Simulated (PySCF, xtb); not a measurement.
BeFGeH3, SMILES [GeH3][Be][F].

Harmonic wavenumbers (cm⁻¹) from GFN2-xTB (xtb 6.7.1) at its own minimum, in rising order: 135, 136, 332, 345, 345, 873, 928, 929, 1282, 1977, 2022, 2023.

What does B3LYP-D3(BJ)/def2-TZVP (PySCF 2.14.0) give at its own minimum? (An estimate is asked for; the answer gives what the named calculation found.)

208, 208, 329, 461, 461, 805, 891, 891, 1322, 2109, 2111, 2111. Paired by order, the mean absolute difference is 73 cm⁻¹ and the zero-point energies are 16.2 and 17.0 kcal/mol.
